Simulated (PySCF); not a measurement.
Molecule: SMILES C[C]1OBOC1(C)C (C₅H₁₀BO₂), doublet. Atoms near the plane z = 0.6 Å, at the GFN2-xTB optimised geometry (x, y, z in Å): C1 (-1.7, 1.6, 0.3), C2 (-0.6, 0.6, 0.0), O3 (0.7, 1.0, 0.0), B4 (1.5, -0.2, 0.0), O5 (0.7, -1.3, 0.0), C6 (-0.7, -0.9, 0.0), C7 (-1.4, -1.4, 1.3), H9 (-1.4, 2.6, -0.1), H10 (-1.9, 1.7, 1.4), H11 (-2.6, 1.3, -0.2), H12 (2.6, -0.2, 0.0), H13 (-1.3, -2.5, 1.3), H15 (-2.4, -1.1, 1.3).

Computed with unrestricted PBE0/def2-SVP in PySCF 2.14.0. Cells within 0.4 Å of a nucleus heavier than hydrogen are left out (blank, or x). The values are rescaled to run from 0 to 1.

```
|55555555555555555555555555555|
|55555555555555555555555555555|
|55555555555555555555555555555|
|55555555555555555555555555555|
|55555555555555555555555555555|
|55555555555555555555555555555|
|55555555556555555555555555555|
|55555555666655555555555555555|
|55555556656665555555555555555|
|555555665x5765567655555555555|
|555555663x7666798865555555555|
|55555556665566898975555555555|
|55555556666556898875555555555|
|55555555566656798765555555555|
|55555555556666666565555555555|
|55555555566666776665555555555|
|55555555666557798765555555555|
|55555556664017898875555555555|
|55555556665247898975555555555|
|55555555667666788865555555555|
|55555555566665566655555555555|
|55555555556655555555555555555|
|55555555555555555555555555555|
|55555555555555555555555555555|
|55555555555555555555555555555|
|55555555555555555555555555555|
|55555555555555555555555555555|
|55555555555555555555555555555|
|55555555555555555555555555555|
```
Scale: ten equal steps from 0.000 (start of '0') to 1.00 (end of '9'), in the order '0123456789'; x runs from -5.00 to 5.00, y from -5.00 (bottom) to 5.00 (top).

Q: Which quantity is mapped?
A) spin density
B) electrostatic potential
C) deformation density (molecule minus spherical neutral atoms)
D) Laplacian of the electron density

A: D, Laplacian of the electron density. In full: Laplacian of the electron density (e/bohr⁵).
